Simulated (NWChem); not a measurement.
System: C2H6GeO; SMILES O=[C]([GeH3])C

Input file for NWChem:

```
start job
memory heap 200 mb stack 900 mb global 1100 mb
geometry units angstroms noautosym nocenter noautoz
  C     -1.109496     1.830826     0.180264
  C      0.060525     0.993012    -0.257734
  O      1.061091     1.464618    -0.735802
  Ge    -0.012017    -1.011347    -0.051644
  H     -1.312086     1.660987     1.250551
  H     -2.016895     1.520335    -0.363472
  H     -0.904328     2.895270    -0.002155
  H      0.164062    -1.629070    -1.447217
  H      1.165449    -1.429948     0.841990
  H     -1.335301    -1.501577     0.570008
end
basis spherical
  C library sto-3g
  O library sto-3g
  Ge library sto-3g
  H library sto-3g
end
dft
  xc hfexch
  iterations 150
end
property
  shielding 8 1 2 3 4 5 7 8 10
  efieldgrad
end
task dft property
```

Output (shortened):

```
             Northwest Computational Chemistry Package (NWChem) 7.3.0
             --------------------------------------------------------

                             Geometry "geometry" -> ""
                             -------------------------

 Output coordinates in angstroms (scale by  1.889725989 to convert to a.u.)

  No.       Tag          Charge          X              Y              Z
 ---- ---------------- ---------- -------------- -------------- --------------
    1 C                    6.0000    -1.10949600     1.83082600     0.18026400
    2 C                    6.0000     0.06052500     0.99301200    -0.25773400
    3 O                    8.0000     1.06109100     1.46461800    -0.73580200
    4 Ge                  32.0000    -0.01201700    -1.01134700    -0.05164400
    5 H                    1.0000    -1.31208600     1.66098700     1.25055100
    6 H                    1.0000    -2.01689500     1.52033500    -0.36347200
    7 H                    1.0000    -0.90432800     2.89527000    -0.00215500
    8 H                    1.0000     0.16406200    -1.62907000    -1.44721700
    9 H                    1.0000     1.16544900    -1.42994800     0.84199000
   10 H                    1.0000    -1.33530100    -1.50157700     0.57000800

 Effective nuclear repulsion energy (a.u.)     253.9650306207

  xc_inp: hfexch multiplicative factor not found.
                              NWChem Property Module
                              ----------------------

  itol2e modified to match energy
  convergence criterion.

                                 NWChem DFT Module
                                 -----------------

 Summary of "ao basis" -> "ao basis" (spherical)
 ------------------------------------------------------------------------------
       Tag                 Description            Shells   Functions and Types
 ---------------- ------------------------------  ------  ---------------------
 C                           sto-3g                  3        5   2s1p
 O                           sto-3g                  3        5   2s1p
 Ge                          sto-3g                  8       18   4s3p1d
 H                           sto-3g                  1        1   1s

  itol2e modified to match energy
  convergence criterion.

[...]

          -----------------------------------------
          Chemical Shielding Tensors (GIAO, in ppm)
          -----------------------------------------

                                NWChem CPHF Module
                                ------------------

  scftype          =     RHF
  nclosed          =       29
  nopen            =        0
  variables        =      290
  # of vectors     =        3
  tolerance        = 0.10D-03
  level shift      = 0.00D+00
  max iterations   =       50
  max subspace     =       30

 SCF residual:    6.6556255486759740E-006

Iterative solution of linear equations
  No. of variables      290
  No. of equations        3
  Maximum subspace       30
        Iterations       50
       Convergence  1.0D-04

   iter   nsub   residual    time
   ----  ------  --------  ---------
     1      3    2.35D+00       3.5
     2      6    1.18D+00       3.8
     3      9    1.68D-01       4.1
     4     12    4.58D-02       4.4
     5     15    8.91D-03       4.7
     6     18    1.28D-03       5.0
     7     21    7.75D-05       5.3

      Atom:    1  C
        Diamagnetic
    249.3018     -5.8738     -3.0816
     -5.8738    248.9650      1.8781
     -3.0816      1.8781    242.2569

        Paramagnetic
    -39.6486    -12.2133      4.5185
    -12.2133    -28.5387      5.0555
      4.5185      5.0555    -34.1583

        Total Shielding Tensor
    209.6533    -18.0871      1.4368
    -18.0871    220.4263      6.9337
      1.4368      6.9337    208.0986

           isotropic =     212.7261
          anisotropy =      33.0562

          Principal Components and Axis System
                 1           2           3
              234.7635    209.3311    194.0836

      1        -0.5684      0.3990      0.7195
      2         0.8032      0.0797      0.5903
      3         0.1782      0.9135     -0.3658

      Atom:    2  C
        Diamagnetic
    257.4893     -2.0947     -8.1729
     -2.0947    265.4875     -1.4469
     -8.1729     -1.4469    242.0531

        Paramagnetic
   -198.8190     69.1965     59.0693
     69.1965   -268.1248    -11.2110
     59.0693    -11.2110    -74.5982

        Total Shielding Tensor
     58.6703     67.1018     50.8964
     67.1018     -2.6373    -12.6579
     50.8964    -12.6579    167.4549

           isotropic =      74.4960
          anisotropy =     171.1287

          Principal Components and Axis System
                 1           2           3
              188.5818     87.5410    -52.6348

      1         0.3990      0.7212     -0.5663
      2         0.0795      0.5880      0.8049
      3         0.9135     -0.3662      0.1773

      Atom:    3  O
        Diamagnetic
    399.5238     14.2774    -11.9176
     14.2774    377.7653     -6.4692
    -11.9176     -6.4692    380.8512

        Paramagnetic
  -1404.7962   -237.6465    684.1633
   -237.6465   -887.3653    191.0057
    684.1633    191.0057   -201.1023

        Total Shielding Tensor
  -1005.2724   -223.3691    672.2457
   -223.3691   -509.6000    184.5366
    672.2457    184.5366    179.7489

           isotropic =    -445.0412
          anisotropy =   -1428.2253

          Principal Components and Axis System
                 1           2           3
            -1397.1914    489.4159   -427.3480

      1         0.8639      0.3990     -0.3073
      2         0.3013      0.0795      0.9502
      3        -0.4035      0.9135      0.0515

      Atom:    4  Ge
        Diamagnetic
   2731.7650     -0.2323     -0.2611
     -0.2323   2737.8614     -0.4851
     -0.2611     -0.4851   2731.2770

[...]
```

Level: Hartree-Fock/STO-3G, GIAO. STO-3G and 3-21G are far too small for this property and stand as cheap habits. Structure relaxed at the PBE0/def2-SVP level. NWChem prints the field gradient with the sign opposite to the second derivative of the potential. The output numbers the shielded atoms by their place in the input's list. The printed shielding anisotropy is the first printed principal value minus the mean of the other two.
